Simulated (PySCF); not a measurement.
H2AlClO2 (SMILES [OH][Al]([OH])[Cl]), singlet, geometry from GFN2-xTB (such geometries of metal compounds can be far from the true shape).

PySCF was given this input:
```python
from pyscf import gto, scf, dft, tdscf

mol = gto.M(
    atom='''
Al    0.325658    0.225246    0.010608
Cl   -1.323602   -0.954862   -0.018578
O     0.251450    1.605927   -0.884170
H     0.649607    2.404889   -1.197465
O     1.680078   -0.153325    0.874406
H     2.165852   -0.721255    1.453511
''',
    basis='6-31g',
    charge=0,
    spin=0,
    verbose=4,
)

mf = dft.RKS(mol)
mf.xc = 'pbe0'
mf.kernel()
td = mf.TDDFT()
td.nstates = 5
td.kernel()
td.analyze()
```

Problem. Give the total energy at the level PBE0/6-31G, TDDFT run with PySCF.

Solution. -853.8957 Eh

Problem. Predict the excitation energies found from PBE0/6-31G, TDDFT.

Solution. 6.75, 6.89, 7.15, 7.44, 7.67 eV

Problem. What is the computed HOMO-LUMO gap (PBE0/6-31G, TDDFT)?

Solution. 8.24 eV

Problem. Give the HOMO energy at the level PBE0/6-31G, TDDFT.

Solution. -8.80 eV

Problem. Estimate the number of basis functions that PBE0/6-31G, TDDFT returns for this input.

Solution. 48

Problem. Roughly what does it cost on one core?

Solution. very roughly 19 core-seconds.
